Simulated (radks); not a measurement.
Spherical quantum dot in the effective-mass picture: electrons in a hard-walled sphere of radius 1.35, all in effective atomic units (hartree* = m*/eps^2 hartree, bohr* = eps/m* bohr), one dielectric constant everywhere. Calculated with a radial shooting solver with Libxc functionals: non-relativistic Kohn-Sham, PBE, spin-polarised, spherical densities. Levels are named by radial order and angular momentum (1s, 1p, 1d, 2s, ...), and open shells are averaged over m. Results are scaled to m* = 0.044 and eps = 4.8, for which hartree* = 51.97 meV and bohr* = 5.773 nm.

N = 39, configuration 1s2 1p6 1d10 2s2 1f14 1g(up 5, down 0). This is the lowest configuration that the search found. Occupied and some empty levels:

level    occupation  eigenvalue (meV)  <r> (nm)
1s up             1            2144.6     4.916
1s down           1            2150.2     4.898
1p up             3            2232.8     5.242
1p down           3            2239.2     5.232
1d up             5            2373.8     5.480
1d down           5            2380.8     5.474
1f up             7            2560.6     5.664
1f down           7            2568.1     5.660
2s up             1            2597.5     3.559
2s down           1            2600.0     3.567
1g up             5            2789.5     5.813
1g down           0            2797.3     5.811
2p up             0            2859.6     4.093
2p down           0            2862.6     4.094
1h up             0            3057.9     5.937
1h down           0            3066.0     5.936
2d up             0            3164.0     4.447
2d down           0            3167.6     4.446
3s up             0            3287.7     3.721
3s down           0            3291.0     3.724

Energy (meV): total 59026.8, kinetic 23475, external 0, Hartree 38374, exchange-correlation -2823.0.
